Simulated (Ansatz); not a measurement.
A nudged elastic band was laid between two geometries of CH5ClSi2Zn (10 atoms, charge 0, multiplicity 1).

Level of theory: Ansatz 0.2.0, RKS LDA/def2-SVP.

| Item | Value |
| --- | --- |
| movable images | 7 |
| climbing image | yes |
| spring | 5.0 eV/Å² |
| optimiser | quadratic models (default) |
| start path | IDPP |
| force threshold | 0.03 eV/Å |
| iteration limit | 60 |
| end points | relaxed |

Image 0:

```xyz
10
Properties=species:S:1:pos:R:3
Cl -0.156 2.733 -0.909
C -0.390 0.995 -0.841
Si 1.035 -0.063 -0.074
Si 0.008 -1.840 1.267
Zn -1.444 -0.048 0.432
H -0.644 0.620 -1.859
H 1.934 -0.653 -1.135
H 1.829 0.828 0.843
H -1.227 -1.919 0.228
H -0.861 -0.704 2.050
```

Image 8:

```xyz
10
Properties=species:S:1:pos:R:3
Cl -0.804 2.229 -0.799
C -0.105 0.696 -1.463
Si 0.965 -0.006 -0.063
Si -0.762 -0.897 1.330
Zn -1.549 -0.503 -0.825
H 0.321 0.868 -2.469
H 1.746 -1.185 -0.601
H 1.874 1.026 0.556
H -1.177 -0.012 2.476
H -0.425 -2.267 1.860
```

(1) Which bonds break or form, and what moves?

(2) Give the energies along the band, and the barrier.

(3) What is the geometry of the highest image?

(4) What are the harmonic wavenumbers there?

## Answers

(1) No bond is made or broken. The dihedral C2–Si3–Si4–H10 goes from -53 to 136°.

(2) The forces met the threshold. The highest image is number 4 of 0 to 8, 0.54 eV above the first end and 0.93 eV above the last; the last end lies 0.39 eV below the first. A vibrational analysis at the climbing image gives one clearly imaginary mode, 207i cm⁻¹: a first-order saddle point.

```
image  path coordinate (Å)  energy (eV)  dihedral C2–Si3–Si4–H10 (°)
    0                 0.00         0.00                          -53
    1                 0.68         0.08                          -70
    2                 1.37         0.29                          -94
    3                 2.05         0.47                         -117
    4                 2.74         0.54                         -134
    5                 3.68         0.31                         -154
    6                 4.63        -0.10                          166
    7                 5.57        -0.32                          135
    8                 6.51        -0.39                          136
```

(3) 
```xyz
10
Properties=species:S:1:pos:R:3:forces:R:3
Cl -0.215 2.632 -1.394 0.00 0.00 0.00
C -0.206 0.893 -1.181 0.00 0.00 0.00
Si 0.889 0.177 0.239 0.00 0.00 0.00
Si -0.171 -1.999 0.667 0.00 0.00 0.00
Zn -1.563 -0.177 -0.310 0.00 0.00 0.00
H 0.029 0.402 -2.152 0.00 0.00 0.00
H 2.300 -0.091 -0.234 0.00 0.00 0.00
H 0.923 1.228 1.320 0.00 0.00 0.00
H -1.764 -1.323 0.860 0.00 0.00 0.00
H -0.139 -1.792 2.189 0.00 0.00 0.00
```

(4) 207i, 67, 145, 189, 234, 279, 353, 410, 444, 526, 593, 609, 614, 687, 823, 853, 877, 1121, 1163, 1448, 2010, 2113, 2145, 3016 cm⁻¹.

Run time: 3.3 min on 2 threads of Arm Neoverse V2 (shared host), peak memory 0.19 GiB.
